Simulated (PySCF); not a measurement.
Compound: C2H8BFO.
Z-matrix (Å and degrees, PBE0-D3(BJ)/def2-SVP geometry), rows numbered from 1:
```
C 
O   1  1.4242
C   2  1.4235  1  113.72
B   2  1.6724  1  113.68  3  -132.48
F   4  1.3805  2  102.95  1    66.37
H   1  1.0993  2  109.03  3   -57.01
H   1  1.1008  2  110.25  3    64.50
H   1  1.0951  2  106.66  3  -176.36
H   3  1.0996  2  109.04  1    58.24
H   3  1.0951  2  106.66  1   177.44
H   3  1.1008  2  110.31  1   -63.45
H   4  1.2211  2  101.41  1   -52.66
H   4  1.2210  2  101.45  1  -174.60
```

Method used: PBE0-D3(BJ)/def2-SVP geometry optimisation, gas phase (PySCF).

Masses are those of the commonest isotopes; rigid-rotor values at the optimised geometry. The values belong to one conformer with, in the numbering `[CH3:1][O+:2]([CH3:3])[BH2-:4][F:5]`, C1–O2–B4–F5 66°.

Task: Give the principal moments of inertia and the rotational constants in cm⁻¹.

Result: Ia = 72.86, Ib = 129.77, Ic = 158.26 u·Å²; 505379 MHz·u·Å²/I gives 6937, 3894 and 3193 MHz, that is A = 0.23138, B = 0.12990, C = 0.10652 cm⁻¹.

Task: What kind of rotor is it?

Result: An asymmetric top; Ray's κ = -0.625.

Task: Is it planar, by Δ = Ic − Ia − Ib?

Result: Not planar: Δ = Ic − Ia − Ib = -44.36 u·Å². For a rigid frame Δ = −2 Σ m c², so Σ m c² = 22.18 u·Å² lies off the ab plane: 7.28 from hydrogen and 14.91 from heavier atoms. The atom farthest from that plane is 1.36 Å away.

Task: Give the other two planar moments, Paa and Pbb, and the rms extents of the mass along the axes.

Result: Paa = Σ m a² = (Ib + Ic − Ia)/2 = 107.59 and Pbb = Σ m b² = (Ia + Ic − Ib)/2 = 50.68 u·Å². With the mass M = 78.07 u, the rms extents √(P/M) along a, b and c are 1.17, 0.81, 0.53 Å.

Task: List the rotational levels J(Ka,Kc) to J = 3 (cm⁻¹).

Result: Above 0(0,0):
J = 1: 1(0,1) 0.2364, 1(1,1) 0.3379, 1(1,0) 0.3613
J = 2: 2(0,2) 0.7057, 2(1,2) 0.7873, 2(1,1) 0.8575, 2(2,1) 1.1619, 2(2,0) 1.1655
J = 3: 3(0,3) 1.4011, 3(1,3) 1.4594, 3(1,2) 1.5994, 3(2,2) 1.8712, 3(2,1) 1.8886, 3(3,1) 2.4391, 3(3,0) 2.4395
The levels of one J sum to (2J + 1)J(J + 1)(A + B + C)/3.

Task: Which lines would a microwave search look for?

Result: The dipole components are |μa| = 4.64 D, |μb| = 0.00 D, |μc| = 1.46 D; the mirror of this Cs structure is the ac plane, so μb vanishes by symmetry and there are no b-type lines. Intensities carry the squares of the components, which stand as 1.00 : 0.10 (a : c). Some lines, for components of 0.1 D or more:

```tsv
type	branch	J(Ka,Kc)	MHz	lower level (cm⁻¹)
a	Q	5(1,4) ← 5(1,5)	10235	3.463
a	R	2(1,2) ← 1(1,1)	13474	0.338
a	R	2(0,2) ← 1(0,1)	14068	0.236
a	R	2(1,1) ← 1(1,0)	14877	0.361
c	Q	4(3,2) ← 4(2,2)	15823	2.863
c	R	2(1,1) ← 1(0,1)	18620	0.236
a	R	3(1,3) ← 2(1,2)	20148	0.787
a	R	3(2,1) ← 2(2,0)	21678	1.166
c	Q	5(4,2) ← 5(3,2)	23266	4.592
c	Q	4(4,1) ← 4(3,1)	23510	3.393
c	R	2(2,0) ← 1(1,0)	24111	0.361
a	R	4(1,4) ← 3(1,3)	26761	1.459
a	R	4(2,3) ← 3(2,2)	28266	1.871
a	R	4(3,1) ← 3(3,0)	28600	2.439
a	R	5(0,5) ← 4(0,4)	33781	2.315
c	R	4(4,1) ← 3(3,1)	52121	2.439
```

Task: Estimate the classical rotational partition function at 100 K, 200 K and 298.15 K.

Result: Point group Cs, symmetry number σ = 1; q = (√π/σ)·√((kT/h)³/(ABC)), k/h = 20836.6 MHz/K: 18200 at 100 K, 51300 at 200 K, 93400 at 298.15 K.

Not checked by PBE0-D3(BJ)/def2-SVP frequencies. Zero-point vibration and centrifugal distortion are left out. A rigid rotor knows nothing of internal rotation, which can split or shift real lines. Quadrupole hyperfine structure (11B) is left out.
